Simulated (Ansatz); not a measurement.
Abridged output of a molecular run in Ansatz:

```
Functional definition: HF
1600 factors; integrals over basis functions are off by at most 1.1e-3 eV
mean field evaluation 1: about -22330.8874 eV, gradient 3.6e1 eV
mean field evaluation 2: about -22331.2312 eV, gradient 3.6e1 eV
mean field evaluation 4: about -22334.9204 eV, gradient 3.8e0 eV
mean field evaluation 8: about -22334.9914 eV, gradient 3.4e-1 eV
mean field evaluation 16: about -22334.9922 eV, gradient 2.5e-6 eV
mean field -22334.99221724 eV, -820.7958247822 hartree, gradient 2.5e-6 eV, S^2 0.000000; 0 other end points of the search recorded, 0 dependent functions left out
13 core orbitals not correlated: weight in the atoms' cores, before any rotation towards them, 1.000 or more for the frozen orbitals, at most 0.000 for the correlated occupied ones
reference -22334.99221724 eV, -820.7958247822 hartree; 15, 15 occupied and 247, 247 virtual orbitals, 1600 factors
second order -22.91075509 eV of doubles, -0.00000000 eV of singles
cycle   1  -23.56873230 eV  change   -6.6e-1 eV  update   1.1e-1
cycle   2  -24.21167253 eV  change   -6.4e-1 eV  update   3.3e-2
cycle   3  -24.33497307 eV  change   -1.2e-1 eV  update   1.6e-2
cycle   4  -24.32539433 eV  change    9.6e-3 eV  update   4.0e-3
cycle   5  -24.32520950 eV  change    1.8e-4 eV  update   1.7e-3
cycle   6  -24.32529522 eV  change   -8.6e-5 eV  update   4.5e-4
cycle   7  -24.32506894 eV  change    2.3e-4 eV  update   1.6e-4
cycle   8  -24.32506243 eV  change    6.5e-6 eV  update   5.4e-5
cycle   9  -24.32507621 eV  change   -1.4e-5 eV  update   1.9e-5
perturbative correction -1.10720494 eV, -0.0406890309 hartree
Total energy: -22360.42449839 eV, -821.7304438758 hartree
```

Its atoms:

Z-matrix (Å, degrees):
```
Si
S 1 2.145
H 1 1.483 2 110.7
H 1 1.485 2 113.1 3 -123.9
H 1 1.485 2 103.7 3 118.7
C 2 1.773 1 99.1 3 50.1
N 6 1.388 2 114.1 1 45.0
C 6 1.333 2 120.4 1 -133.0
H 7 1.010 6 114.4 2 44.0
H 7 1.010 6 114.2 2 175.4
H 8 1.080 6 121.0 2 6.6
H 8 1.084 6 120.7 2 -174.2
```

Q: Which basis set was used?
A. def2-SVPD
B. def2-QZVPP
C. def2-SVP
D. def2-TZVPP

A: D. It gives 275 functions.

Q: Write the keys of the input that set method, charge and spin (a neutral closed shell needs none for the last two).

A: 
```yaml
correlation: {method: ccsd_t}
```
